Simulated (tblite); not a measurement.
Species: C₃H₈OSSi.
SMILES with atom numbers: `[CH3:1][S:2]/[CH:3]=[CH:4]/[O:5][SiH3:6]` (hydrogens: H7, H8, H9 on C1; H10 on C3; H11 on C4; H12, H13, H14 on Si6)

Computed with GFN2-xTB (tblite), gas phase: L-BFGS steps from a force-field or distance-geometry start until the largest atomic force falls under 0.01 eV/Å.

Step 61: E = -532.4294 eV
```
atom  x, y, z in Å  |  force x, y, z in eV/Å
C1     -2.8177    0.2104   -0.4187   -0.039  -0.044   0.028
S2     -1.6772    1.2888   -1.3308    0.011  -0.041  -0.003
C3     -0.1293    0.9251   -0.6007    0.027   0.018  -0.015
C4      0.0814    0.3391    0.5716   -0.009  -0.002  -0.005
O5      1.2934    0.0393    1.0731   -0.003   0.006  -0.004
Si6     2.8019    0.0557    0.4588    0.004  -0.001   0.010
H7     -2.4038   -0.7937   -0.3731    0.005   0.049   0.000
H8     -3.7460    0.1998   -0.9831    0.028   0.040   0.024
H9     -2.9937    0.6049    0.5784   -0.001  -0.007  -0.025
H10     0.6945    1.2434   -1.2193   -0.014  -0.005   0.000
H11    -0.7190    0.0368    1.2352    0.012  -0.014  -0.025
H12     3.4944   -0.5121    1.6027    0.014  -0.017   0.000
H13     2.8642   -0.7673   -0.7516    0.004   0.011   0.018
H14     3.2563    1.4096    0.1352   -0.038   0.007  -0.002
```

Step 62: E = -532.4299 eV
```
atom  x, y, z in Å  |  force x, y, z in eV/Å
C1     -2.8171    0.2124   -0.4174   -0.026  -0.037   0.021
S2     -1.6729    1.2820   -1.3366   -0.020  -0.039   0.000
C3     -0.1282    0.9210   -0.6011    0.034   0.023  -0.017
C4      0.0814    0.3342    0.5707   -0.001  -0.003  -0.006
O5      1.2936    0.0383    1.0742   -0.004   0.008  -0.012
Si6     2.8015    0.0588    0.4574   -0.022  -0.032   0.026
H7     -2.4070   -0.7932   -0.3715   -0.001   0.043   0.001
H8     -3.7467    0.2057   -0.9800    0.030   0.039   0.038
H9     -2.9858    0.6097    0.5801   -0.009  -0.008  -0.041
H10     0.6954    1.2435   -1.2174    0.001  -0.006  -0.003
H11    -0.7196    0.0282    1.2314    0.010  -0.017  -0.017
H12     3.4909   -0.5089    1.6031    0.028  -0.019  -0.001
H13     2.8624   -0.7658   -0.7528    0.009   0.023   0.025
H14     3.2515    1.4137    0.1376   -0.028   0.023  -0.013
```

Step 63: E = -532.4306 eV
```
atom  x, y, z in Å  |  force x, y, z in eV/Å
C1     -2.8175    0.2146   -0.4166   -0.001  -0.015   0.008
S2     -1.6671    1.2725   -1.3427   -0.048  -0.030  -0.001
C3     -0.1257    0.9146   -0.6015    0.028   0.020  -0.014
C4      0.0818    0.3285    0.5709    0.008  -0.006  -0.009
O5      1.2940    0.0360    1.0764   -0.004   0.009  -0.014
Si6     2.8010    0.0631    0.4563   -0.041  -0.051   0.042
H7     -2.4149   -0.7935   -0.3739   -0.006   0.021   0.003
H8     -3.7490    0.2182   -0.9756    0.025   0.032   0.045
H9     -2.9752    0.6129    0.5823   -0.018  -0.003  -0.045
H10     0.6984    1.2387   -1.2154    0.016  -0.001  -0.011
H11    -0.7199    0.0195    1.2287    0.005  -0.019  -0.008
H12     3.4897   -0.5039    1.6025    0.040  -0.020  -0.001
H13     2.8604   -0.7621   -0.7537    0.015   0.031   0.026
H14     3.2434    1.4205    0.1400   -0.019   0.031  -0.022
```

Task: Estimate the geometry and energy of step 64. (The exact step hangs on the optimiser's Hessian estimate; all steps are aligned on step 63, rigid shifts and turns removed.)

Result: E = -532.4313 eV, largest force 0.085 eV/Å
```
atom  x, y, z in Å  |  force x, y, z in eV/Å
C1     -2.8186    0.2170   -0.4158    0.029   0.011  -0.009
S2     -1.6603    1.2601   -1.3497   -0.059  -0.013  -0.006
C3     -0.1216    0.9067   -0.6020    0.009   0.010  -0.009
C4      0.0826    0.3217    0.5713    0.012  -0.009  -0.015
O5      1.2944    0.0333    1.0800   -0.004   0.009  -0.010
Si6     2.7997    0.0684    0.4561   -0.043  -0.051   0.053
H7     -2.4274   -0.7949   -0.3782   -0.010  -0.010   0.005
H8     -3.7525    0.2362   -0.9697    0.013   0.020   0.047
H9     -2.9626    0.6154    0.5845   -0.025   0.008  -0.035
H10     0.7039    1.2310   -1.2133    0.023   0.005  -0.018
H11    -0.7201    0.0094    1.2257    0.001  -0.018  -0.001
H12     3.4907   -0.4979    1.6008    0.050  -0.020   0.002
H13     2.8577   -0.7562   -0.7539    0.021   0.032   0.019
H14     3.2335    1.4294    0.1422   -0.016   0.025  -0.024
```

The energy changes by -0.0007 eV. The first-order estimate −F·Δx gives -0.0009 eV and the mean of the old and new forces, exact on a quadratic surface, -0.0007 eV. The step makes an angle of 81° with the force vector and moves no atom by more than 0.019 Å.

What follows is the cost of the whole relaxation. Hardware: an Arm Neoverse N1 with one thread (shared host). Cost: 0.97 s of wall time.
